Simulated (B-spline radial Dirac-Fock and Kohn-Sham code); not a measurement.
**S³⁺ 3s: cross section and angular parameters**

System: sulfur as S³⁺, configuration [Ne] 3s2 3p1; threshold 57.18 eV (orbital energy of the model). Method: Dirac-Hartree-Slater photoionisation with a Latter tail; cross sections with all multipoles, angular parameters from the dipole term and its interference with E2. Computed with an atomic code on a B-spline grid.

Input file task.json (cfg lists n, l and occupation; rrms is the nuclear radius in fm):

```json
{"items": [{
  "Z": 16,
  "q": 3,
  "cfg": [[1, 0, 2], [2, 0, 2], [2, 1, 6], [3, 0, 2], [3, 1, 1]],
  "A": 32,
  "rrms": 3.2611,
  "do": "xps",
  "hv": [60, 77.1, 80, 80.9, 81.3, 92.1, 119.0, 145.0, 230.0, 276.0, 281.0, 400, 600, 636.0, 906.0, 1030.0, 1340.0, 1450.0, 1810.0, 1870.0, 2000, 2490.0, 2890.0, 3330.0, 4360.0, 4420.0, 5414.7, 9251.7, 12000, 14000.0]
}]}
```

Command: `python xray2_run.py task.json out`

For linearly polarised light dσ/dΩ = σ/(4π) [1 + β P₂(cos θ) + (δ + γ cos²θ) sin θ cos φ], with θ from the polarisation vector and φ the angle between the beam and the projection of the electron momentum on the plane normal to the polarisation.

```tsv
hν (eV)	σ (kb)	β	γ
77.1	416	2.000	0.168
80	400	2.000	0.164
80.9	395	2.000	0.163
81.3	393	2.000	0.163
92.1	339	2.000	0.146
119	246	2.000	0.105
145	184	2.000	0.066
230	88.7	2.000	-0.009
276	64.5	2.000	-0.026
281	62.5	2.000	-0.027
400	33.2	2.000	-0.031
600	15.7	2.000	0.013
636	14.1	2.000	0.024
906	7.03	2.000	0.121
1030	5.40	2.000	0.169
1340	3.09	2.000	0.286
1450	2.60	2.000	0.326
1810	1.58	2.000	0.450
1870	1.47	2.000	0.470
2000	1.26	2.000	0.511
2490	0.756	2.000	0.655
2890	0.529	2.000	0.764
3330	0.374	2.000	0.876
4360	0.190	2.000	1.111
4420	0.184	2.000	1.124
5414.7	0.108	2.000	1.322
9251.7	?	?	?
12000	0.0123	1.999	2.278
14000	0.00789	1.999	2.505
```

Question: Give the values at Ga Kα (9251.7 eV).

Answer: σ = 0.0255 kb, β = 2.000, γ = 1.929. For an s subshell δ is negligible.
